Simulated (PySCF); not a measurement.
C₈H₈O₂.
Atom-mapped SMILES: `[O:1]=[C:2]([OH:3])[CH2:4][c:5]1[cH:6][cH:7][cH:8][cH:9][cH:10]1` (hydrogens: H11 on O3; H12, H13 on C4; H14 on C6; H15 on C7; H16 on C8; H17 on C9; H18 on C10)

The calculation used TDDFT B3LYP/def2-SVPD, vertical, gas phase, core orbitals frozen in the response (PySCF 2.14.0, density-fitted response routines). Geometry: PBE0-D3(BJ)/def2-SVP, one conformer, isolated molecule. Torsions of this conformer, `[O:1]=[C:2]([OH:3])[CH2:4][c:5]1[cH:6][cH:7][cH:8][cH:9][cH:10]1`: O1–C2–C4–C5 -89°, C2–C4–C5–C6 80°, H–O3–C2–O1 2°.

Q: What does the calculation give for the low-lying excited states?

A: 

| state | E (eV) | λ (nm) | f | main configurations (H = HOMO, L = LUMO) |
| --- | --- | --- | --- | --- |
| S1 | 5.24 | 236.7 | 0.0003 | H-1→L (52%), H→L+1 (46%) |
| S2 | 5.40 | 229.8 | 0.072 | H→L (64%), H-2→L (15%), H→L+2 (9%) |
| S3 | 5.93 | 208.9 | 0.013 | H-2→L (43%), H→L (19%), H-1→L+1 (15%) |
| S4 | 6.15 | 201.6 | 0.057 | H-1→L+2 (32%), H-1→L (30%), H→L+1 (22%) |
| S5 | 6.24 | 198.6 | 0.012 | H→L+2 (56%), H-1→L+1 (18%), H-2→L (17%) |
| S6 | 6.51 | 190.6 | 0.034 | H→L+3 (79%), H→L+2 (9%) |
| S7 | 6.65 | 186.5 | 0.073 | H-2→L+1 (45%), H-1→L+2 (30%), H→L+1 (8%) |
| S8 | 6.76 | 183.5 | 0.315 | H-1→L+1 (29%), H-2→L+2 (23%) |
| S9 | 6.76 | 183.4 | 0.030 | H-1→L+3 (60%), H-2→L+1 (19%) |
| S10 | 6.94 | 178.7 | 0.012 | H→L+4 (92%) |

Triplets, Tamm–Dancoff:

```tsv
state	E (eV)	λ (nm)	main configurations (H = HOMO, L = LUMO)
T1	4.06	305.2	H→L (56%), H-1→L+1 (32%)
T2	4.64	267.0	H→L+1 (29%), H-1→L+1 (28%), H-1→L (23%)
T3	4.66	266.3	H-1→L+1 (37%), H→L+1 (23%), H-1→L (18%)
T4	4.98	248.8	H-1→L (50%), H→L+1 (45%)
```

The lowest singlet comes at 237 nm (505 kJ/mol) in the ultraviolet; it is dark (f under 0.0005); its leading configuration is HOMO-1→LUMO (52%). The most intense listed level is S8 at 6.76 eV (184 nm, f = 0.315), 1.52 eV above S1. S8/S9 lie within about 0.01 eV of each other. Löwdin shares by element: HOMO carbon 61% or more (atoms not listed hold the other 39%); LUMO carbon 42% or more, oxygen 10% or more (atoms not listed hold the other 48%). Weighted by f, the mean energy of these states is 6.49 eV. The listed states span 1.70 eV, and the widest gap between neighbours is 0.54 eV (S2 to S3). The oscillator strengths of these states sum to 0.618; summed over the whole spectrum of an exact calculation they would give the number of electrons, 72 (Thomas–Reiche–Kuhn). No computed singlet lies in the visible range (380 to 750 nm); the lowest, at 237 nm, stands 1.98 eV above its violet end (3.26 eV). The vertical ionisation energy (ΔSCF) is 8.94 eV, 2.01 eV above S10. Singlets were solved by full linear response, triplets in the Tamm–Dancoff approximation.

On one thread of an x86-64 server (shared host), this took 7.0 min wall.
